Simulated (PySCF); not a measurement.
Vertical excitations of a molecule C₂H₆F₂OSi from PySCF with TDDFT-ωB97X/def2-SVPD, as energy in eV (oscillator strength): 7.48 (0.006), 8.29 (0.054), 8.33 (0.004), 8.85 (0.027), 8.91 (0.027), 9.17 (0.001), 9.25 (0.013), 9.42 (0.079), 9.66 (0.049), 9.69 (0.042). Lowest triplet (TDA): 7.19 eV. The structure is a stationary point at B3LYP-D3(BJ)/def2-SVP. One conformer was computed; it need not be the lowest.

**Question.** Which structure fits?
(A) C[C@@H](F)[Si@@H](O)F
(B) CO[Si](C)(F)F
(C) CCO[SiH](F)F
(D) COC[SiH](F)F

**Answer.** D, COC[SiH](F)F
